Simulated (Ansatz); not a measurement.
```xyz
11

C    -1.0135   -2.0601    1.7107
C    -0.6368   -1.0293    1.1889
Ti    0.0035    0.6754    0.2816
O    -1.3291    1.8379    0.1502
O     1.3461    1.3888    1.1942
C     0.6319    0.1140   -1.5703
C     1.0016   -0.2444   -2.6710
H    -1.3436   -2.9669    2.1661
H    -2.1932    1.7929   -0.2643
H     2.2079    1.0540    1.4505
H     1.3253   -0.5623   -3.6368
```

Total charge 0; spin multiplicity 1.

Problem. List the ωB97M-V/def2-TZVPP orbital energies in eV (Ansatz). (An estimate is asked.)

Solution. The calculation gave: Occupied: -4881.34, -549.99, -526.65, -526.65, -458.51, -458.49, -458.48, -281.60, -281.60, -280.90, -280.90, -70.43, -45.90, -45.81, -45.57, -30.49, -30.28, -23.41, -23.37, -17.61, -17.55, -16.99, -16.87, -13.59, -13.15, -13.04, -12.93, -12.49, -12.32, -10.80, -10.56, -10.31, -10.14. Lowest empty: -0.75, 0.10, 0.27, 1.01, 1.04, 1.46, 2.31, 3.29.
